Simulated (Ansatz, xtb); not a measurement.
Molecule: GaF3, charge -1, multiplicity 2. 
Structure (B3LYP-D3(BJ)/def2-TZVP (Ansatz, an electronic-structure program) minimum search):
```xyz
4

Ga    -0.0729     0.1234     0.2887
F     -1.3758    -1.0163    -0.3262
F      0.1334     1.4266    -0.9895
F      1.4936    -0.8355     0.3213
```
Charge -1, spin multiplicity 2.

Harmonic wavenumbers from GFN2-xTB (xtb, at its own minimum), cm⁻¹: 23, 44, 44, 270, 271, 292.

Q: Give the harmonic wavenumbers at B3LYP-D3(BJ)/def2-TZVP (Ansatz, finite differences of forces, unscaled).

A: 171, 171, 221, 536, 545, 545 cm⁻¹. Zero-point energy 3.1 kcal/mol.

Q: From these and the geometry, give the ideal-gas thermochemistry at 298.15 K and 1 atm (rigid rotor, harmonic oscillator).

A: Point group C3v, rotational symmetry number 3. Rotational constants 5.181, 5.181, 3.063 GHz. S(trans) 40.42, S(rot) 23.59, S(vib) 8.48, S(elec, spin only) 1.38, S 73.9 cal/(mol K). H(298) - H(0) 3.83 kcal/mol; G - E(el) -15.1 kcal/mol.
